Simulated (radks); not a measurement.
Computed order of ionisation of thulium. At each step one electron was removed from each of the four highest sub-shells of the ion before, moves of one valence electron (up to charge 6) and the configuration listed by NIST were tried, and the lowest configuration was kept. Code: a radial shooting solver on a logarithmic mesh with Libxc functionals. Model: Dirac Kohn-Sham, PBE, spin-unpolarised, spherical densities, finite nucleus; Fermi nuclear charge, rms radius of each element as measured or else 0.836 A^(1/3) + 0.57 fm. Sub-shells are occupied by j as written (lower j first in brackets).

species                           lowest configuration found                                                         NIST configuration  margin to the next tried (eV)  IE (eV)  NIST IE (eV)       kind
Tm                               [Xe] 4f(5/2: 6, 7/2: 7) 6s2                                                                       same                          4.102    6.460         6.184       exp.
Tm+                              [Xe] 4f(5/2: 6, 7/2: 7) 6s1                                                                       same                          2.509   12.098         12.07  semi-emp.
Tm2+                                 [Xe] 4f(5/2: 6, 7/2: 7)                                                                       same                          5.173   25.753         23.66  semi-emp.
Tm3+                                 [Xe] 4f(5/2: 6, 7/2: 6)                                                                       same                          1.273   45.289         42.41  semi-emp.
Tm4+                                 [Xe] 4f(5/2: 6, 7/2: 5)                                                                       same                          1.349   67.335             -
Tm5+                                 [Xe] 4f(5/2: 6, 7/2: 4)  [Kr] 4d10 4f(5/2: 6, 7/2: 5) 5s2 5p(1/2: 2, 3/2: 3) lies 10.856 eV higher                          1.426   91.531            98     theory
Tm6+                                 [Xe] 4f(5/2: 6, 7/2: 3)                                                     differs (not computed)                          1.506   114.67           116     theory
Tm7+     [Kr] 4d10 4f(5/2: 6, 7/2: 3) 5s2 5p(1/2: 2, 3/2: 3)                                                     differs (not computed)                          2.994   131.78           133     theory
Tm8+     [Kr] 4d10 4f(5/2: 6, 7/2: 3) 5s2 5p(1/2: 2, 3/2: 2)                                                     differs (not computed)                          5.594   149.32           160     theory
Tm9+     [Kr] 4d10 4f(5/2: 6, 7/2: 3) 5s2 5p(1/2: 2, 3/2: 1)                                                     differs (not computed)                          8.403   167.24           180     theory
Tm10+    [Kr] 4d10 4f(5/2: 6, 7/2: 3) 5s2 5p(1/2: 2, 3/2: 0)                                                     differs (not computed)                          9.761   195.71           205     theory
Tm11+    [Kr] 4d10 4f(5/2: 6, 7/2: 3) 5s2 5p(1/2: 1, 3/2: 0)                                                     differs (not computed)                          4.484   215.22           239     theory
Tm12+                       [Kr] 4d10 4f(5/2: 6, 7/2: 3) 5s2                                                                       same                          7.781   246.35           274     theory
Tm13+                       [Kr] 4d10 4f(5/2: 6, 7/2: 2) 5s2                     [Kr] 4d10 4f(5/2: 6, 7/2: 3) 5s1 lies 17.811 eV higher                          1.705   279.28           295     theory

Reference values: NIST Atomic Spectra Database (exp. = measured, semi-emp. = semi-empirical, theory = theoretical value adopted there). Spin polarisation and multiplet splitting are left out, so open shells lie too high by an amount that depends on their filling.

Beside tabulated values, note that spin-unpolarised runs miss the spin-polarisation part of the exchange energy of open shells. No tabulated value is given for the 4+ ions of Nd, Pm and Eu to Yb, where it belongs to another shell than the one emptied here.
